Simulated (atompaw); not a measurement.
**Logarithmic derivatives: copper (Cu), PAW (atompaw)**

Cu, PAW, made with atompaw 4.2.0.5 (PBE, scalar-relativistic). Core [Ar], reference 3d10 4s0 4p1. Waves: 4s (bound, empty): rc 3.00 bohr; 4s channel at 0.05 Ry: rc 3.00 bohr; 4p (bound): rc 3.00 bohr; 4p channel at 0.8 Ry: rc 3.00 bohr; 3d (bound): rc 1.30 bohr; 3d channel at 0.9 Ry: rc 1.30 bohr. Local part: troulliermartins scheme with l = 3 at 0 Ry, radius 2.40 bohr. Core correction: smooth core density matched at 1.80 bohr. Augmentation charge: sinc compensation charge, radius 2.55 bohr; PAW radius 3.00 bohr; waves and projectors: custom rrkj vanderbiltortho.

The phase is arctan(r·u′/u) with u = r·R(r), unwrapped; energies in Ry, scanned from -3 to 5 Ry. A pole is an energy at which the radial function vanishes at the test radius. The pseudo phase is shifted by a multiple of π to meet the all-electron one at the reference energy, and phase errors are pseudo minus all-electron; the curves can meet again beyond the range given. Levels narrower than the energy grid can be missing from the lists of poles.

Question: For each channel, where are the poles, and over which energies does the pseudopotential scatter like the atom?

Answer:

| channel | radius (bohr) | reference energy (Ry) | poles, all-electron | poles, pseudo | unbroken range about the reference energy with phases within 0.05 rad | phase error 1 Ry above the reference energy (rad) |
| --- | --- | --- | --- | --- | --- | --- |
| s | 3.02 | -0.45 | 0.37 | 0.37, 2.98 | below 1.8 | -0.000 |
| p | 3.02 | -0.13 | 1.22 | 1.22 | below 2.8 | -0.000 |
| d | 3.02 | -0.53 | -0.48, 2.81 | -0.48, 2.81 | below 4.9 | +0.000 |

Phases in the d channel:

```
E (Ry)  all-electron  pseudo
 -3.00         1.385   1.385
 -2.52         1.369   1.369
 -2.04         1.348   1.348
 -1.56         1.318   1.318
 -1.08         1.265   1.265
 -0.60         0.792   0.792
 -0.12        -1.904  -1.904
  0.36        -2.109  -2.109
  0.84        -2.688  -2.688
  1.32        -3.977  -3.977
  1.80        -4.452  -4.452
  2.28        -4.615  -4.615
  2.76        -4.705  -4.705
  3.24        -4.772  -4.772
  3.72        -4.840  -4.841
  4.20        -4.936  -4.939
  4.68        -5.138  -5.157
```
